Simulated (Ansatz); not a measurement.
Reaction (redistribution): `P[SiH]1CS1` + `[NH2][GeH2][CH2][SiH3]` → `[SiH3][CH2][GeH2][PH2]` + `N[SiH]1CS1`

Calculated with Ansatz (gas phase, PBE0-D4/def2-TZVP geometries, no zero-point term in ΔE). CCSD(T)/CBS adds triple-zeta CCSD(T) − MP2 to the extrapolated MP2 energy (def2 sets, frozen cores). DFT in def2-TZVPP. For Ge outer-core shells are correlated without core-valence functions, which leaves a few kJ/mol of doubt a bond. Scalar relativity is left out up to krypton. Each species was taken in one conformer, which may not be the lowest.

```json
{"level": "PBE0-D4", "ΔE (eV)": "-0.59"}
{"level": "ωB97M-V", "ΔE (eV)": "-0.63"}
```

Question: What does CCSD(T)/CBS give? (Estimate.)

Answer: Computed: -0.61 eV. The listed levels differ from it by 0.02, -0.02 eV.

Largest T1 diagnostic among the species: 0.013.

In def2-TZVPP, CCSD(T) changes the Hartree–Fock value by +0.10 eV (the triples alone add +0.02 eV) and MP2 by +0.09 eV.
